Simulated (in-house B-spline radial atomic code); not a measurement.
Ionisation energies along the 43-electron series, configuration [Kr] 4d7, as differences of self-consistent energies. NIST's values go from ground level to ground level; the uncertainty of those that are theory runs from under 0.1 % in few-electron ions to several per cent in heavy many-electron ones. Computed with an all-electron radial atomic-structure program (B-spline basis): non-relativistic Hartree-Fock, average of the configuration, point nuclei.

This level leaves out relativity, spin-orbit splitting included, which matters for heavy ions.

| ion | configuration after | ionisation energy (eV) | IE/(q+1)² (eV) | -ε less Coulomb ΔSCF (eV) | tabulated value (eV) | tabulated kind | computed minus tabulated (eV) |
| --- | --- | --- | --- | --- | --- | --- | --- |
| Sb8+ | [Kr] 4d6 | 165.4 | 2.0414 | 1.3335 | 162 | tabulated theory | 3.4 |
| Te9+ | [Kr] 4d6 | 194.6 | 1.9457 | 1.3295 | 191.1 | tabulated theory | 3.5 |
| I10+ | [Kr] 4d6 | 225.6 | 1.8647 | 1.3274 | 220.9 | tabulated theory | 4.7 |
| Xe11+ | [Kr] 4d6 | 258.5 | 1.7954 | 1.3267 | 255 | tabulated theory | 3.5 |
| Cs12+ | [Kr] 4d6 | 293.2 | 1.7352 | 1.327 | 289 | tabulated theory | 4.2 |
| Ba13+ | [Kr] 4d6 | ? | ? | ? | ? | tabulated theory | ? |
| La14+ | [Kr] 4d6 | ? | ? | ? | ? | tabulated theory | ? |
| Ce15+ | [Kr] 4d6 | 408.2 | 1.5945 | 1.3319 | 403 | tabulated theory | 5.2 |
| Pr16+ | [Kr] 4d6 | 450.1 | 1.5573 | 1.3344 | 445 | tabulated theory | 5.1 |
| Nd17+ | [Kr] 4d6 | 493.7 | 1.5238 | 1.3371 | 489 | tabulated theory | 4.7 |
| Pm18+ | [Kr] 4d6 | 539.1 | 1.4934 | 1.34 | 534 | tabulated theory | 5.1 |
| Sm19+ | [Kr] 4d6 | 586.3 | 1.4657 | 1.343 | 581 | tabulated theory | 5.3 |
| Eu20+ | [Kr] 4d6 | 635.2 | 1.4403 | 1.3462 | 630 | tabulated theory | 5.2 |
| Gd21+ | [Kr] 4d6 | ? | ? | ? | ? | tabulated theory | ? |
| Tb22+ | [Kr] 4d6 | 738.3 | 1.3956 | 1.3527 | 732 | tabulated theory | 6.3 |

(1) Fill in the row of Ba13+.

(2) Fill in the row of La14+.

(3) Fill in the row of Gd21+.

Answers

(1) ionisation energy (eV): 329.8; IE/(q+1)² (eV): 1.6825; -ε less Coulomb ΔSCF (eV): 1.3281; tabulated value (eV): 325; computed minus tabulated (eV): 4.8.

(2) ionisation energy (eV): 368.1; IE/(q+1)² (eV): 1.6359; -ε less Coulomb ΔSCF (eV): 1.3298; tabulated value (eV): 364; computed minus tabulated (eV): 4.1.

(3) ionisation energy (eV): 685.8; IE/(q+1)² (eV): 1.417; -ε less Coulomb ΔSCF (eV): 1.3494; tabulated value (eV): 680; computed minus tabulated (eV): 5.8.
